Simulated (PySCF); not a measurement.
## Ionisation energy of I(2+) by level of theory

I(2+) [Kr] 4d10 5s2 5p3 (4S) → I(3+) [Kr] 4d10 5s2 5p2 (3P), as a difference of total energies. All numbers are calculated (PySCF 2.14, scalar relativity by spin-free X2C-1e, in x2c-TZVPPall with one added diffuse shell each of s, p, d, f type (9s7p5d3f, 76 functions)). Correlated levels: valence: [Kr] 4d10 frozen; valence and next inner shell: [Ar] 3d10 frozen. The calculations carry no spin-orbit coupling.

```
                                method  ionisation energy (eV)  plus first-order spin-orbit estimate  error of that sum (eV)
                                   UHF                  29.839                                29.031                  -0.539
                                   LDA                  30.479                                29.671                  +0.101
                                   PBE                  30.272                                29.464                  -0.106
                                  PBE0                  30.386                                29.578                  +0.008
                                r2SCAN                  30.518                                29.710                  +0.140
                                 HSE06                  30.344                                29.536                  -0.034
                               wB97X-V                  30.130                                29.322                  -0.248
                                 B97-3                  30.133                                29.324                  -0.246
                                  BLYP                  30.030                                29.222                  -0.348
                         MP2 (valence)                  30.235                                29.427                  -0.143
                     SCS-MP2 (valence)                  30.115                                29.307                  -0.263
    MP2 (valence and next inner shell)                  30.471                                29.663                  +0.093
SCS-MP2 (valence and next inner shell)                  30.285                                29.476                  -0.094
```

Reference: 29.57 ± 0.025 eV (measured; NIST Atomic Spectra Database, ionization energies).

A first-order spin-orbit estimate (lowest level to lowest level, LS coupling) adds -0.808 eV.

Errors of the correlated levels include the incompleteness of this basis and the frozen core.
